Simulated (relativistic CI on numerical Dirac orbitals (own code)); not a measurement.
# Fe7+: L-alpha,beta X-ray emission

Computed with this model: Dirac-Coulomb-Breit CI, separate exchange-only KLI orbitals for each configuration, model QED, valence Slater integrals scaled by 0.9, multiplet model of X-ray emission after core ionisation; configurations [Ar] 3d → [He] 2s2 2p5 3s2 3p6 3d → [Ne] 3s2 3p6; 80 K; Lorentzian 0.6 eV and Gaussian 0.5 eV FWHM. Energies are those of the free ion, without screening or charge transfer. S is read from ⟨S²⟩ = S(S + 1).

Field parameters in Wybourne normalisation: D4h B²₀ = −7Ds, B⁴₀ = 21(Dq − Dt), B⁴₄ = 21√(5/14) Dq. The field is a parameter set, without covalency.

Computed curve for D4h, 10Dq = 19800, Ds = 1200, Dt = 440 cm⁻¹, scaled to 100 at the maximum (points under 2 are left out and the grid is thinned):

(Energy (eV), Intensity): (735.1, 2.1), (735.4, 2.3), (737.7, 2.4), (738.0, 3.8), (738.3, 7.1), (738.6, 14.8), (738.9, 26.3), (739.1, 32.5), (739.4, 31.3), (739.7, 18.2), (740.0, 8.4), (740.3, 4.3), (740.6, 2.7), (745.7, 2.2), (746.0, 3.7), (746.3, 7.3), (746.6, 11.2), (746.9, 10.2), (747.2, 6.2), (747.5, 3.8), (747.7, 3.2), (748.0, 3.0), (748.3, 3.3), (748.6, 4.0), (748.9, 5.3), (749.2, 7.8), (749.5, 12.8), (749.8, 25.2), (750.1, 55.2), (750.4, 93.8), (750.7, 95.4), (751.0, 67.3), (751.3, 36.8), (751.5, 22.6), (751.8, 11.6), (752.1, 7.0), (752.4, 4.7), (752.7, 3.4), (753.0, 2.6), (753.3, 2.0)

The ground state has S = 0.50, and the centroid lies at 747.32 eV.
